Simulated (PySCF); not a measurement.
Calculation: TPSSh-D3(BJ)/def2-TZVP // CAM-B3LYP-D3(BJ)/def2-SVP in PySCF 2.14.0. Isolated molecules, 0 K electronic values unless said otherwise. One relaxed conformer stands for a flexible species; it need not be the lowest. Excitations are Tamm–Dancoff values on a coarser integration grid. The basis has no diffuse functions, so Rydberg states are missing or too high.

Reference species (SMILES): `[CH2]([In]([CH2]C)[CH2]C)C` (neutral, multiplicity 1).

| Quantity | Result |
|---|---|
| S1 oscillator strength | 0.000 |
| T1 excitation (TDA) | 3.94 eV |

Changed species: `[I][In]([I])[I]` (3 of 3 C2H5 replaced by I; the reference has 0 of 3 C2H5 replaced by I).

Q: What does the change do to the S1 oscillator strength and T1 excitation (TDA)?

A: the S1 oscillator strength hardly moves; the T1 excitation (TDA) decreases by 0.81 eV, to 3.13 eV.
